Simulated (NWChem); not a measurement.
Molecule: AlAsH₂F₂; SMILES [F][Al]([F])[AsH2]

```xyz
6

Al    -0.0726     1.0659     0.0317
As    -0.1735    -1.3293     0.1569
H      0.4950    -1.4228    -1.2112
H     -1.5747    -1.2954    -0.4457
F     -1.3422     2.0166     0.5158
F      1.3005     1.8542    -0.4620
```
Atoms are numbered in this order, from 1.

Program: NWChem. Pople sets run with spherical d functions. All runs use the structure optimised with PBE0/def2-SVP. Vzz is the largest principal value of the second derivative of the potential at the nucleus (NWChem prints the opposite sign); η is the asymmetry. Non-relativistic.

```json
[
 {"level": "PBE0/def2-SVP", "Vzz Al1 (a.u.)": "0.809", "η Al1": "0.06", "Vzz As2 (a.u.)": "-1.422", "η As2": "0.88"},
 {"level": "PBE0/def2-TZVP", "Vzz Al1 (a.u.)": "1.030", "η Al1": "0.06", "Vzz As2 (a.u.)": "-1.540", "η As2": "0.76"},
 {"level": "Hartree-Fock/def2-TZVP", "Vzz Al1 (a.u.)": "[?]", "η Al1": "0.13", "Vzz As2 (a.u.)": "[?]", "η As2": "0.72"},
 {"level": "Hartree-Fock/6-31G*", "Vzz Al1 (a.u.)": "0.863", "η Al1": "0.14", "Vzz As2 (a.u.)": "-1.691", "η As2": "0.73"}
]
```

Q: Some entries are withheld; supply them.

A: 
- Hartree-Fock/def2-TZVP, Vzz Al1 (a.u.): 1.120
- Hartree-Fock/def2-TZVP, Vzz As2 (a.u.): -1.986
